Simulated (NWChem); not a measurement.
Molecule: NH2TeF; SMILES N[Te]F

```xyz
5

Te     0.3354     0.0076     0.0000
F     -0.8356    -1.5637     0.0000
N     -0.9798     1.4910     0.0000
H     -1.5315     1.6197     0.8432
H     -1.5315     1.6197    -0.8432
```
Atoms are numbered in this order, from 1.

Computed with NWChem. All runs use the structure optimised with PBE0/def2-SVP. def2 effective core potentials on Te; no spin-orbit coupling. Level M06-L/def2-SVP: energy and gradient on several grids; changes count from the extra-fine grid, which is no exact limit either.

**Question.** Which is the coarsest grid (xfine; coarse; fine; xcoarse; medium) from which on the energy stays within 100 μHa and each gradient component within 200 μHa/bohr of xfine?

**Answer.** fine.
```tsv
grid	size of the energy change (μHa)	largest change of a gradient component (μHa/bohr)
xcoarse	10000	10000
coarse	300	2000
medium	20	400
fine	< 10	100
xfine	< 10	< 30
```
